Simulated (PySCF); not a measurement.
Br₃MoO, neutral, multiplicity 2. Atoms are numbered in the order given.

```xyz
5

Mo    -0.0826    -0.5182     0.0000
O      0.1173    -2.1624     0.0000
Br    -2.3301     0.3778     0.0000
Br     1.2013     0.3692    -1.8497
Br     1.2013     0.3692     1.8497
```
Charge 0, spin multiplicity 2.

Geometry optimised at B3LYP-D3(BJ)/def2-SVP. The spin state was assumed, not searched. The def2 effective core potentials stand for the cores of Mo; spin–orbit coupling is left out.

The numbers are results of B3LYP/def2-TZVP in PySCF, not measurements.

The molecule is in vacuum.

| Item | Result |
|---|---|
| total energy | -7866.23836 hartree |
| point group | Cs |
| α spin, highest occupied and lowest empty level | -6.84 and -4.55 eV |
| β spin, highest occupied and lowest empty level | -8.39 and -4.28 eV |
| dipole moment | 0.186 e·Å |
| quadrupole, principal values (traceless, Buckingham form, about the centre of nuclear charge) | -3.24, 1.43, 1.80 D·Å |
| mean static polarisability | 108.4 bohr³ (16.06 Å³) |
| polarisability, principal values | 85.4, 116.5, 123.2 bohr³ |
| ⟨S²⟩ | 0.755 (pure state 0.75) |
